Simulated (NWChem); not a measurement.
C₄H₂ClF; SMILES C(/C#C)(=C/Cl)F

```xyz
8

C      1.9930    -1.5360     0.0000
C      0.8497    -1.1326     0.0000
C     -0.4959    -0.6781     0.0000
F     -1.4245    -1.6375     0.0000
C     -0.9060     0.6009     0.0000
Cl     0.1664     1.9295     0.0000
H      3.0085    -1.8889     0.0000
H     -1.9719     0.8365     0.0000
```
Atoms are numbered in this order, from 1.

Program: NWChem. Pople sets run with spherical d functions. The geometry was optimised at PBE0/def2-SVP. Level: PBE/6-31G* with SMD (1 M gas to 1 M solution), gas-phase geometry.

```csv
solvent,dielectric constant,solvation free energy (kcal/mol),cavity-dispersion-structure term (kcal/mol),dipole in solution (D)
water,78.4,1.0,5.0,0.62
2-propanol,19.3,-2.6,1.3,0.62
"N,N-dimethylformamide",37.2,-2.4,1.6,0.62
cyclohexanone,15.6,-2.5,1.3,0.62
n-hexane,1.88,-2.7,-0.9,0.60
acetonitrile,35.7,-3.2,0.8,0.62
```
